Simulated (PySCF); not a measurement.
Frontier orbitals and the lowest excitations

Species: C₄H₅NO₂S.
Z-matrix (Å and degrees, PBE0-D3(BJ)/def2-SVP geometry), rows numbered from 1:
```
C 
S   1  1.8167
O   2  1.4999  1  106.19
C   2  1.7816  1   96.72  3  -107.79
C   4  1.4226  2  133.86  1   -71.51
N   5  1.3070  4  111.04  2  -174.71
O   6  1.3621  5  106.21  4     0.68
C   7  1.3294  6  110.11  5    -0.27
H   1  1.0986  2  107.61  3    48.07
H   1  1.0988  2  106.13  3   -70.22
H   1  1.0995  2  110.41  3   170.18
H   5  1.0903  4  129.59  2     5.58
H   8  1.0881  4  132.03  2    -3.93
```

Computed with TDDFT CAM-B3LYP/def2-SVPD, vertical, gas phase, core orbitals frozen in the response in PySCF.

Kohn–Sham orbitals with the atoms that hold most of them (Löwdin shares over 4%, at most four atoms; ? is withheld):

| orbital | ε (eV) | atoms |
| --- | --- | --- |
| HOMO-3 | -10.78 | C5 28%, O7 26%, N6 17%, C4 14% |
| HOMO-2 | -9.83 | O3 55%, N6 10%, C4 8%, S2 8% |
| HOMO-1 | -9.75 | ? |
| HOMO | -8.58 | ? |
| LUMO | ? | C8 24%, N6 20%, O7 17%, C5 13% |
| LUMO+1 | 0.76 | S2 40%, C1 12%, C5 9%, H11 6% |
| LUMO+2 | 1.08 | S2 30%, C5 15%, C1 11%, C8 8% |

Q: Which atoms hold the HOMO, and with what shares?

A: O3 (bonded to S) 45%; S2 (bonded to 2 C and O) 29%; C1 (bonded to S and 3 H) 8%; C4 (bonded to 2 C and S) 7%. By element: oxygen 45% or more, sulfur 29%, carbon 15% or more.

Q: Give the leading atoms of the HOMO-1.

A: C4 (bonded to 2 C and S) 22%; N6 (bonded to C and O) 20%; O3 (bonded to S) 19%; C8 (bonded to C, O and H) 18%. By element: carbon 40% or more, nitrogen 20%, oxygen 19% or more.

Q: What is the LUMO energy, and the HOMO–LUMO gap?

A: ε(LUMO) = 0.06 eV; the gap is 8.63 eV (0.3173 hartree).

Q: The HOMO–LUMO gap is 8.63 eV. Where does the response calculation put the lowest singlet, and from which orbitals?

A: S1 is at 5.71 eV (f = 0.045), 2.92 eV below the gap, made of HOMO→LUMO (75%), HOMO→LUMO+3 (15%). Without the coupling terms of the response equations the lowest excitation would equal the gap.

Next come S2 at 5.87 eV (f 0.032), HOMO→LUMO+3 (40%), HOMO→LUMO+1 (24%), HOMO→LUMO+2 (17%); S3 at 6.23 eV (f 0.051), HOMO→LUMO+1 (36%), HOMO→LUMO+3 (25%), HOMO→LUMO (11%); S4 at 6.43 eV (f 0.023), HOMO-1→LUMO (38%), HOMO-4→LUMO (28%), HOMO-2→LUMO (14%); S5 at 6.73 eV (f 0.040), HOMO→LUMO+2 (32%), HOMO→LUMO+1 (18%), HOMO-1→LUMO (15%).

Cost: about 1.8 min of CPU time on one thread; the machine was shared, so the figure is rough.

One conformer stands for the species.
